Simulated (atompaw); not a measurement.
## Plane-wave convergence, PAW (atompaw) potential for iodine (I)

iodine, PAW, made with atompaw 4.2.0.5 (PBE, scalar-relativistic). Core [Kr] 4d10, reference 5s2 5p5. Waves: 5s (bound): rc 2.60 bohr; 5s channel at 1.25 Ry: rc 2.60 bohr; 5p (bound): rc 2.50 bohr; 5p channel at 4.2 Ry: rc 2.60 bohr; 5d channel at 0.25 Ry: rc 2.60 bohr; 5d channel at 2.05 Ry: rc 2.60 bohr. Local part: troulliermartins scheme with l = 3 at 0 Ry, radius 2.40 bohr. Core correction: smooth core density matched at 1.35 bohr. Augmentation charge: besselshape compensation charge, radius 2.30 bohr; PAW radius 2.60 bohr; waves and projectors: custom polynom2 7 10 vanderbiltortho.

The pseudo-atom Hamiltonian at the reference potential is diagonalised in spherical Bessel functions j_l(qr) that vanish at 20 bohr, with q² up to the cutoff. All-electron valence levels (Ry): 5s -1.2794, 5p -0.5208.

**Question.** How do the lowest levels (Ry) of each channel move with the cutoff, and are there ghosts?

**Answer.**

```
cutoff (Ry)     s #1     p #1    d #1    d #2    f #1  Σ f·Δε (mRy)
          8  -1.2746  -0.4979  0.0613  0.1310  0.1150         124.1
         12  -1.2778  -0.5172  0.0611  0.1301  0.1150          21.1
         21  -1.2790  -0.5196  0.0610  0.1300  0.1150           7.0
         30  -1.2792  -0.5204  0.0610  0.1300  0.1150           2.4
         45  -1.2793  -0.5207  0.0610  0.1299  0.1150           0.7
         55  -1.2794  -0.5207  0.0610  0.1299  0.1150           0.4
        400  -1.2794  -0.5208  0.0610  0.1299  0.1150           0.0
```

Result: ghost state, extra bound levels that the all-electron valence spectrum of the same l lacks: s at -15.7 eV (a true bound ghost makes a file unfit for plane-wave use); 10 mRy is reached at 18 Ry and 1 mRy at 45 Ry.
